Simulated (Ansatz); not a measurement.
Abridged output of a molecular run in Ansatz:

```
Functional definition: HF
1938 factors; integrals over basis functions are off by at most 9.0e-4 eV
mean field evaluation 1: about -22568.1358 eV, gradient 5.5e1 eV
mean field evaluation 2: about -22568.4109 eV, gradient 5.5e1 eV
mean field evaluation 4: about -22574.6249 eV, gradient 4.2e0 eV
mean field evaluation 8: about -22574.7036 eV, gradient 2.6e-1 eV
mean field evaluation 16: about -22574.7039 eV, gradient 2.6e-6 eV
mean field -22574.70391229 eV, -829.6050670927 hartree, gradient 2.6e-6 eV, S^2 0.000000; 0 other end points of the search recorded, 0 dependent functions left out
14 core orbitals not correlated: weight in the atoms' cores, before any rotation towards them, 1.000 or more for the frozen orbitals, at most 0.000 for the correlated occupied ones
reference -22574.70391229 eV, -829.6050670927 hartree; 19, 19 occupied and 301, 301 virtual orbitals, 1938 factors
second order -30.02376337 eV of doubles, -0.00000000 eV of singles
cycle   1  -30.63522891 eV  change   -6.1e-1 eV  update   1.1e-1
cycle   2  -31.30123649 eV  change   -6.7e-1 eV  update   3.1e-2
cycle   3  -31.43882933 eV  change   -1.4e-1 eV  update   1.5e-2
cycle   4  -31.42699272 eV  change    1.2e-2 eV  update   3.5e-3
cycle   5  -31.42510736 eV  change    1.9e-3 eV  update   1.5e-3
cycle   6  -31.42569506 eV  change   -5.9e-4 eV  update   4.4e-4
cycle   7  -31.42544071 eV  change    2.5e-4 eV  update   1.5e-4
cycle   8  -31.42537711 eV  change    6.4e-5 eV  update   5.1e-5
cycle   9  -31.42539538 eV  change   -1.8e-5 eV  update   1.9e-5
perturbative correction -1.12319648 eV, -0.0412767091 hartree
Total energy: -22607.25250414 eV, -830.8012057811 hartree
```

Its atoms:

Cartesian coordinates in Å:
```
N -0.470 -1.352 -1.182
Si -1.267 0.186 -1.087
C -0.373 1.297 0.128
Si 0.628 0.365 1.378
N 1.988 -0.325 0.636
F -0.384 -0.732 2.003
H -0.580 -1.982 -0.400
H -0.555 -1.863 -2.047
H -1.224 0.739 -2.468
H -2.696 0.095 -0.668
H -1.112 1.920 0.641
H 0.306 1.964 -0.412
H 1.095 1.166 2.534
H 1.862 -0.839 -0.224
H 2.783 -0.638 1.166
```

**Question.** Which basis set was used?
A. def2-TZVPP
B. cc-pV(Q+d)Z
C. def2-QZVPP
D. cc-pV(D+d)Z

**Answer.** A. It gives 334 functions.

**Question.** Write the keys of the input that set method, charge and spin (a neutral closed shell needs none for the last two).

**Answer.** 
```yaml
correlation: {method: ccsd_t}
```
